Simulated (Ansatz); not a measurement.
One change: `CSB(Cl)Cl` becomes `C[S][Al]([Cl])[Cl]`.

Ansatz, PBE0-D4/def2-TZVP geometries, multiplicity 1. Each molecule was computed in one conformer, which needn't be the lowest.

| property | `CSB(Cl)Cl` |
| --- | --- |
| HOMO–LUMO gap (PBE0/def2-TZVPP) / eV | 6.63 |
| HOMO–LUMO gap (PBE/def2-TZVPP) / eV | 4.57 |
| HOMO energy (PBE/def2-TZVPP) / eV | -6.57 |
| HOMO energy (PBE0/def2-TZVPP) / eV | -7.75 |
| LUMO energy (B3LYP/def2-TZVPP) / eV | -1.28 |
| HOMO energy (ωB97M-V/def2-TZVPP) / eV | -9.88 |

Question: Give the same properties after the change, and the shifts. (Estimate.)

Answer: Computed: 
```csv
property,`C[S][Al]([Cl])[Cl]`,shift
HOMO–LUMO gap (PBE0/def2-TZVPP) / eV,6.72,0.09
HOMO–LUMO gap (PBE/def2-TZVPP) / eV,4.68,0.11
HOMO energy (PBE/def2-TZVPP) / eV,-6.40,0.17
HOMO energy (PBE0/def2-TZVPP) / eV,-7.59,0.16
LUMO energy (B3LYP/def2-TZVPP) / eV,-1.12,0.16
HOMO energy (ωB97M-V/def2-TZVPP) / eV,-9.75,0.13
```

With PBE0 the HOMO rises by 0.16 eV and the LUMO rises by 0.24 eV, so the gap widens by about 0.08 eV. PBE moves the HOMO by 0.17 eV and ωB97M-V by 0.13 eV.

B3LYP here is the variant with VWN-RPA as its local correlation; programs differ in this.
